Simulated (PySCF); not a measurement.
Partial charges of `Cc1n(C=O)cc[n+]1C`

Species: C6H9N2O (charge +1).
Numbering: `[CH3:1][c:2]1[n:3]([CH:4]=[O:5])[cH:6][cH:7][n+:8]1[CH3:9]` (hydrogens: H10, H11, H12 on C1; H13 on C4; H14 on C6; H15 on C7; H16, H17, H18 on C9)

Structure used (GFN2-xTB), in Å, numbered top down from 1:
```
atom  x, y, z in Å
C1    -0.0833   -1.7781    0.4394
C2     0.0819   -0.3635    0.0867
N3     1.2729    0.2663   -0.0945
C4     2.5611   -0.3208    0.0243
O5     2.7236   -1.4587    0.3027
C6     1.0228    1.5828   -0.4150
C7    -0.3194    1.7404   -0.4247
N8    -0.8852    0.5277   -0.1121
C9    -2.3017    0.2819   -0.0191
H10    0.4257   -1.9977    1.3799
H11   -1.1315   -2.0465    0.5265
H12    0.3921   -2.4143   -0.3095
H13    3.3462    0.4208   -0.1749
H14    1.8082    2.2852   -0.6059
H15   -0.9098    2.6108   -0.6273
H16   -2.6059   -0.4785   -0.7392
H17   -2.8404    1.2019   -0.2336
H18   -2.5661   -0.0533    0.9844
```

Density: PBE0/pcSseg-1 (PySCF); schemes: Mulliken, IAO, Hirshfeld and ESP-fitted. The structure is a single GFN2-xTB conformer in the gas phase; no vibrational or solvent corrections.

Give the atomic charges in each scheme.

In e; atoms taken as equivalent share a row and are averaged (×n: the atom named and its like, n in all):

```tsv
atom	environment	Mulliken	IAO	Hirshfeld	ESP-fitted
C1	benzylic-type carbon	-0.124	-0.451	-0.097	-0.598
C2	substituted aromatic carbon	+0.455	+0.264	+0.173	+0.363
N3	ring nitrogen	-0.643	-0.087	+0.015	+0.038
C4	amide carbonyl carbon	+0.489	+0.341	+0.211	+0.421
O5	amide oxygen	-0.301	-0.329	-0.146	-0.360
C6	aromatic CH next to a ring nitrogen	+0.140	-0.079	+0.018	-0.335
C7	aromatic CH next to a ring nitrogen	+0.135	-0.076	+0.021	-0.117
N8	three-coordinate ring nitrogen	-0.630	-0.012	+0.045	+0.097
C9	N-methyl carbon	-0.061	-0.326	-0.024	-0.386
H10/H11/H12	methyl hydrogen	+0.185	+0.200	+0.079	+0.224
H13	formyl hydrogen	+0.142	+0.158	+0.094	+0.102
H14	aromatic hydrogen	+0.163	+0.212	+0.101	+0.285
H15	aromatic hydrogen	+0.160	+0.211	+0.101	+0.243
H16/H17/H18	methyl hydrogen	+0.174	+0.191	+0.084	+0.191
```

Mean size of the charges over all atoms: ESP-fitted 0.255 e, Mulliken 0.251 e, IAO 0.207 e, Hirshfeld 0.085 e. Each set sums to the total charge, 1, to within 0.001 e. The IAO scheme counts the electrons in orthogonalised intrinsic atomic orbitals, a minimal basis polarised so that it spans the occupied orbitals exactly.

Some averages cover members that differ in this geometry: H10/H11/H12, ESP-fitted +0.202 to +0.236; H10/H11/H12, Mulliken +0.165 to +0.195; H10/H11/H12, IAO +0.182 to +0.210 e.

Lowest charge. The schemes don't all agree: Mulliken N3 (-0.643); IAO C1 (-0.451); Hirshfeld O5 (-0.146); ESP-fitted C1 (-0.598).

Highest charge. All schemes agree: Mulliken C4 (+0.489); IAO C4 (+0.341); Hirshfeld C4 (+0.211); ESP-fitted C4 (+0.421).

How many electrons does the Mulliken scheme count on C6?

Z − q = 6 − (+0.140) = 5.860.

Sum the charges by element, for elements with more than one atom.

```tsv
element	atoms	Mulliken	IAO	Hirshfeld	ESP-fitted
C	6	+1.033	-0.327	+0.302	-0.652
N	2	-1.273	-0.099	+0.060	+0.135
H	9	+1.542	+1.756	+0.783	+1.877
```

How closely do the schemes follow one another over all atoms?

Correlation coefficient and root-mean-square difference: IAO with ESP-fitted 0.96, 0.091 e; IAO with Hirshfeld 0.93, 0.152 e; Hirshfeld with ESP-fitted 0.90, 0.212 e; Mulliken with Hirshfeld 0.64, 0.255 e; Mulliken with IAO 0.62, 0.239 e; Mulliken with ESP-fitted 0.46, 0.303 e.

These values come from a run that also computed NMR shieldings. On an Arm Neoverse V1 with one thread (shared host), this took 32 s wall and 0.86 GiB of memory at its peak.
